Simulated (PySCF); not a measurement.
C₂H₆FGaO, SMILES [O](C)[Ga]([F])[CH3]. Coordinates come from a B3LYP-D3(BJ)/def2-SVP optimisation. The structure was generated by enumeration; whether it is a known compound was not checked. The values are those of a single conformer.

Computed equilibrium geometry at B3LYP-D3(BJ)/def2-SVP (PySCF confirms it by a frequency run) as a Z-matrix, and its point group (one conformer of several):
point group Cs.
```
Ga
F 1 1.7580
O 1 1.7818 2 110.20
C 3 1.4047 1 126.04 2 180.00
H 4 1.1056 3 110.34 1 120.71
H 4 1.1056 5 107.45 3 -120.33
H 4 1.1088 5 107.31 6 -115.13
C 1 1.9566 2 121.03 3 180.00
H 8 1.0988 1 111.36 2 180.00
H 8 1.1003 9 109.36 1 120.78
H 8 1.1003 9 109.36 10 118.43
```
